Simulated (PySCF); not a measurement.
Isomers of C6H11BO2. Computed with PBE0-D3(BJ)/def2-SVP geometry optimisation, gas phase in PySCF. One conformer each; no zero-point energy, no entropy. No frequencies were run at this level. Point groups hold within 0.08 Å.

Question: Rank from lowest to highest electronic energy at this level (kcal/mol).
A. `[CH2:1]=[C:2]([CH3:3])[CH:4]1[CH2:5][O:6][BH:7][O:8][CH2:9]1` with C1–C2–C4–C5 8°, C2–C4–C5–O6 180°, C4–C5–O6–B7 31°, C5–O6–B7–O8 -1°, O6–B7–O8–C9 -2°
B. `[CH3:1][CH:2]([CH3:3])[C:4]1=[O+:5][BH2-:6][O:7][CH:8]=[CH:9]1` with C1–C2–C4–O5 134°, C4–O5–B6–O7 -39°, O5–B6–O7–C8 39°, B6–O7–C8–C9 -15°, C2–C4–C9–C8 -160°
C. `[CH2:1]=[CH:2][CH2:3][C@@H:4]1[CH2:5][CH2:6][O:7][BH:8][O:9]1` with C1–C2–C3–C4 -107°, C2–C3–C4–C5 -61°, C3–C4–C5–C6 -173°, C4–C5–C6–O7 52°, C5–C6–O7–B8 -26°, C6–O7–B8–O9 -1°
D. `[CH2:1]=[CH:2][CH2:3][CH:4]1[CH2:5][O:6][BH:7][O:8][CH2:9]1` with C1–C2–C3–C4 114°, C2–C3–C4–C5 -176°, C3–C4–C5–O6 -176°, C4–C5–O6–B7 27°, C5–O6–B7–O8 0°, O6–B7–O8–C9 -1°
E. `[CH3:1][C:2]([CH3:3])([CH3:4])[C:5]#[C:6][B:7]([OH:8])[OH:9]` with C6–B7–O8–H 180°, C6–B7–O9–H 180°

Answer: C (0.0), A (0.2), D (2.9), E (3.6), B (17.9).

Neighbours under 2.5 kcal/mol apart (C=CC[C@@H]1CCOBO1 and C=C(C)C1COBOC1; C=CCC1COBOC1 and CC(C)(C)C#CB(O)O) can change places with a better method, another conformer or zero-point energy.

```tsv
SMILES	E (Eh)	E rel (kcal/mol)	dipole (D)	point group	A, B, C (MHz)
C=CC[C@@H]1CCOBO1	-409.86380	0.0	2.94	C1	4099, 910.0, 790.9
C=C(C)C1COBOC1	-409.86346	0.2	3.06	C1	3240, 1158, 924.7
C=CCC1COBOC1	-409.85917	2.9	3.04	C1	3879, 907.6, 789.0
CC(C)(C)C#CB(O)O	-409.85809	3.6	1.72	near Cs	3153, 675.0, 633.4
CC(C)C1=[O+][BH2-]OC=C1	-409.83534	17.9	5.14	C1	3290, 1079, 1005
```

Question: How do the relative energies change in single points at PBE0/pcSseg-1 (no added dispersion term) on the same geometries?

Answer: 
```json
{"SMILES": "C=CC[C@@H]1CCOBO1", "PBE0-D3(BJ)/def2-SVP (kcal/mol)": "0.0", "PBE0/pcSseg-1 (kcal/mol)": "0.0", "shift": "0.0"}
{"SMILES": "C=C(C)C1COBOC1", "PBE0-D3(BJ)/def2-SVP (kcal/mol)": "0.2", "PBE0/pcSseg-1 (kcal/mol)": "1.0", "shift": "+0.8"}
{"SMILES": "C=CCC1COBOC1", "PBE0-D3(BJ)/def2-SVP (kcal/mol)": "2.9", "PBE0/pcSseg-1 (kcal/mol)": "3.1", "shift": "+0.2"}
{"SMILES": "CC(C)(C)C#CB(O)O", "PBE0-D3(BJ)/def2-SVP (kcal/mol)": "3.6", "PBE0/pcSseg-1 (kcal/mol)": "0.5", "shift": "-3.1"}
{"SMILES": "CC(C)C1=[O+][BH2-]OC=C1", "PBE0-D3(BJ)/def2-SVP (kcal/mol)": "17.9", "PBE0/pcSseg-1 (kcal/mol)": "19.4", "shift": "+1.5"}
```

Each column counts from its own lowest isomer. The lowest isomer stays, but the order above it changes; the largest shift is 3.1 kcal/mol.
